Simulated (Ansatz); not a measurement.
Geometry optimisation, Ansatz, UKS PBE0-D4/def2-SVP.

input.yaml

```yaml
crystal:
  periodic: [false, false, false]
  atoms:
    - { symbol: Al, position_ang: [0.03358, 0.666771, -0.568138] }
    - { symbol: F, position_ang: [0.104763, 0.601571, 2.316769] }
    - { symbol: O, position_ang: [1.220952, -0.505405, -0.864743] }
    - { symbol: Si, position_ang: [2.425575, -1.529627, -1.34078] }
    - { symbol: H, position_ang: [1.846599, -2.752201, -1.975026] }
    - { symbol: H, position_ang: [3.319168, -0.84624, -2.325102] }
    - { symbol: H, position_ang: [3.263595, -1.920792, -0.167675] }
    - { symbol: Cl, position_ang: [-1.988883, 0.061451, -0.45005] }
    - { symbol: F, position_ang: [-0.329148, -0.477027, 2.879644] }
magnetization:
  spin_polarized: true
  initial_magnetization: 1
basis:
  gaussian: { orbitals: def2-SVP }
hamiltonian:
  xc: pbe0
  dispersion: d4
relax:
  f_tol: 0.03
  max_steps: 50
```

Launched with:

```bash
$ ansatz run input.yaml --threads 4 --pin off --max-ram 5120MiB --backend cpu --events-out ev --progress --plain --runs-dir out
```

Where does it end, and by what steps?

It converged. After 30 steps the energy has fallen by 7.600 eV; F2 moved furthest, 1.66 Å. Parted: F2–F9 (1.29 → 2.85 Å). Joined: Al1–F2 (2.89 → 1.66 Å), Al1–F9 (3.65 → 1.65 Å).

```
step  energy less start (eV)  largest force component (eV/Å)  accepted
   0                  0.0000                           3.871       yes
   2                 -0.3573                           1.444       yes
   4                 -3.6801                           3.908       yes
   6                 -4.9945                           1.400       yes
   8                 -5.2175                           0.611       yes
  10                 -5.4811                           0.855       yes
  12                 -6.0019                           1.685       yes
  14                 -6.0882                           0.109       yes
  16                 -6.0915                           0.114       yes
  18                 -6.0963                           0.231       yes
  20                 -6.5136                           3.174       yes
  22                 -7.3366                           1.380       yes
  24                 -7.5275                           0.147       yes
  26                 -7.5761                           0.251       yes
  28                 -7.5977                           0.151       yes
  30                 -7.5998                           0.016       yes
```

```xyz
9
Properties=species:S:1:pos:R:3
Al 0.074 0.015 0.924
F 0.847 1.467 1.115
O 1.053 -1.200 0.030
Si 2.171 -1.480 -1.210
H 1.650 -2.550 -2.098
H 2.447 -0.226 -1.958
H 3.384 -1.945 -0.473
Cl -0.957 -0.176 -1.027
F -0.773 -0.607 2.201
```

Run time: 2.4 min on 4 threads of Arm Neoverse V2, with other jobs on the host, peak memory 0.4 GiB.
